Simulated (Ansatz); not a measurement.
Geometry optimisation of the cluster AlB6.

```yaml
crystal:
  periodic: [false, false, false]
  atoms:
    - {symbol: Al, position_ang: [0.339840, 0.562220, -1.988150]}
    - {symbol: B, position_ang: [-1.510060, 0.507150, 0.655880]}
    - {symbol: B, position_ang: [1.381390, 0.561290, 0.184700]}
    - {symbol: B, position_ang: [1.273300, -0.900520, 0.733300]}
    - {symbol: B, position_ang: [-0.143650, -1.218480, 0.173090]}
    - {symbol: B, position_ang: [-1.317170, -0.454040, -0.564070]}
    - {symbol: B, position_ang: [-0.023650, 0.942380, 0.805250]}
basis:
  gaussian: {orbitals: def2-SVP}
magnetization: {spin_polarized: true, initial_magnetization: 1}
hamiltonian: {xc: r2scan, dispersion: d4}
scf: {lower_state_search: "off"}
output: {orbitals: {seedname: orbitals}}
relax: {f_tol: 0.02, max_steps: 100}
```

```sh
$ ansatz run in.yaml --threads 2 --pin off --events-out ev --progress --plain --max-ram 32768MiB --backend cpu
```

It prints (some lines left out):

```
Functional definition: r2SCAN
mean field -10637.79676902 eV, -390.9318207039 hartree, gradient 4.2e-6 eV, S^2 0.822358; 0 other end points of the search recorded, 0 dependent functions left out
relax step   1: F+E_penalty+E_count = -10637.86654078 eV  Δ(F+E_penalty+E_count) = +0.000e0 eV  max|allowed force component| = 1.225e0 eV/Å  Δτ_max = 0.0000 Å  (28 SCF iters, accepted)
mean field -10638.35558677 eV, -390.9523568773 hartree, gradient 3.5e-6 eV, S^2 0.821120; 0 other end points of the search recorded, 0 dependent functions left out
relax step   2: F+E_penalty+E_count = -10638.41569704 eV  Δ(F+E_penalty+E_count) = -5.492e-1 eV  max|allowed force component| = 1.074e0 eV/Å  Δτ_max = 0.1941 Å  (33 SCF iters, accepted)
mean field -10638.58207363 eV, -390.9606801160 hartree, gradient 4.0e-6 eV, S^2 0.818485; 0 other end points of the search recorded, 0 dependent functions left out
relax step   3: F+E_penalty+E_count = -10638.63524519 eV  Δ(F+E_penalty+E_count) = -2.195e-1 eV  max|allowed force component| = 1.059e0 eV/Å  Δτ_max = 0.1950 Å  (31 SCF iters, accepted)
mean field -10638.72016915 eV, -390.9657550326 hartree, gradient 2.1e-6 eV, S^2 0.814175; 0 other end points of the search recorded, 0 dependent functions left out
relax step   4: F+E_penalty+E_count = -10638.77329225 eV  Δ(F+E_penalty+E_count) = -1.380e-1 eV  max|allowed force component| = 5.605e-1 eV/Å  Δτ_max = 0.0617 Å  (35 SCF iters, accepted)
mean field -10638.65225526 eV, -390.9632592431 hartree, gradient 8.9e-6 eV, S^2 0.835839; 0 other end points of the search recorded, 0 dependent functions left out
relax step   5: F+E_penalty+E_count = -10638.70536235 eV  Δ(F+E_penalty+E_count) = +6.793e-2 eV  max|allowed force component| = 7.966e-1 eV/Å  Δτ_max = 0.2000 Å  (40 SCF iters, rejected (line search))
mean field -10638.78631015 eV, -390.9681856695 hartree, gradient 2.8e-6 eV, S^2 0.811707; 0 other end points of the search recorded, 0 dependent functions left out
relax step   6: F+E_penalty+E_count = -10638.83938660 eV  Δ(F+E_penalty+E_count) = -6.609e-2 eV  max|allowed force component| = 2.160e-1 eV/Å  Δτ_max = 0.0999 Å  (37 SCF iters, accepted)
mean field -10638.79535039 eV, -390.9685178924 hartree, gradient 2.1e-6 eV, S^2 0.822021; 0 other end points of the search recorded, 0 dependent functions left out
relax step   7: F+E_penalty+E_count = -10638.84841920 eV  Δ(F+E_penalty+E_count) = -9.033e-3 eV  max|allowed force component| = 1.074e-1 eV/Å  Δτ_max = 0.0470 Å  (36 SCF iters, accepted)
mean field -10638.79716151 eV, -390.9685844499 hartree, gradient 2.1e-6 eV, S^2 0.830588; 0 other end points of the search recorded, 0 dependent functions left out
relax step   8: F+E_penalty+E_count = -10638.85022084 eV  Δ(F+E_penalty+E_count) = -1.802e-3 eV  max|allowed force component| = 2.760e-2 eV/Å  Δτ_max = 0.0215 Å  (37 SCF iters, accepted)
mean field -10638.79726339 eV, -390.9685881939 hartree, gradient 6.0e-6 eV, S^2 0.830395; 0 other end points of the search recorded, 0 dependent functions left out
relax step   9: F+E_penalty+E_count = -10638.85032616 eV  Δ(F+E_penalty+E_count) = -1.053e-4 eV  max|allowed force component| = 1.713e-2 eV/Å  Δτ_max = 0.0026 Å  (23 SCF iters, accepted)
Total energy: -10638.85033866 eV, -390.9705386738 hartree
Atom 0 at     0.265120     0.439217    -1.552063 Å, force     0.001232     0.002037    -0.007959 eV/Å
Atom 1 at    -1.412623     0.434764     0.486303 Å, force    -0.001387     0.005252     0.015364 eV/Å
Atom 2 at     1.561391     0.691759     0.066076 Å, force     0.005411     0.017134    -0.004996 eV/Å
Atom 3 at     1.226367    -0.743362     0.604531 Å, force    -0.003310    -0.011715     0.009597 eV/Å
Atom 4 at    -0.318824    -0.996622     0.315799 Å, force    -0.009655    -0.002039    -0.000428 eV/Å
Atom 5 at    -1.439361    -0.489850    -0.781007 Å, force    -0.001478    -0.011359    -0.014674 eV/Å
Atom 6 at     0.117931     0.664095     0.860361 Å, force     0.009186     0.000690     0.003095 eV/Å
Dipole moment:     0.030706     0.050983    -0.179219 e Å
Checks for a lower state left out: stability, starts, cluster_reference, orbital_swaps, neighbouring_geometries, increment
```

It took 34 s on 2 threads of AMD EPYC 7R13 on a shared host.

The structure comes from a short search, and lower isomers may exist.
